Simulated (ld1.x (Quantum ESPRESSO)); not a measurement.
Reading a pseudo-wave (Ru (Z = 44))

Columns: radius, all-electron u(r) and pseudo u(r) of the 4d shell (level -5.22 eV) of ruthenium in the configuration [Ar] 3d10 4s2 4p6 4d7 5s1 5p0; PBEsol, scalar-relativistic, RRKJ scheme, ld1.x (Quantum ESPRESSO) 7.5.

```csv
r (bohr),all-electron,pseudo
0.098,0.1543,-0.0022
0.195,0.3627,-0.0171
0.292,0.3659,-0.0542
0.390,0.2095,-0.1195
0.488,-0.0109,-0.2117
0.585,-0.2298,-0.3231
0.682,-0.4191,-0.4442
0.780,-0.5693,-0.5639
0.878,-0.6778,-0.6694
0.975,-0.7484,-0.7510
1.072,-0.7891,-0.8053
1.170,-0.8064,-0.8322
1.268,-0.8060,-0.8345
1.365,-0.7930,-0.8183
1.463,-0.7711,-0.7896
1.560,-0.7437,-0.7548
1.658,-0.7123,-0.7175
1.755,-0.6793,-0.6809
1.852,-0.6455,-0.6457
1.950,-0.6113,-0.6113
2.047,-0.5780,-0.5780
2.145,-0.5454,-0.5454
2.242,-0.5142,-0.5142
2.340,-0.4841,-0.4841
2.438,-0.4554,-0.4554
2.535,-0.4284,-0.4284
```

(1) How many radial nodes do the two functions have?

(2) At about which radius was the pseudo-wave matched?

(3) Is the pseudo-wave norm-conserving?

Results:

(1) The all-electron 4d function has n − l − 1 = 1; the pseudo-wave has 0, since the states of the same l below it are removed with the core.

(2) 1.95 bohr. The columns agree to 0.0005 from 1.85 bohr on; several derivatives are matched, so the curves merge somewhat inside the radius.

(3) Yes: the RRKJ scheme keeps the norm inside the radius equal to the all-electron one, which fixes the energy derivative of the logarithmic derivative at the level.
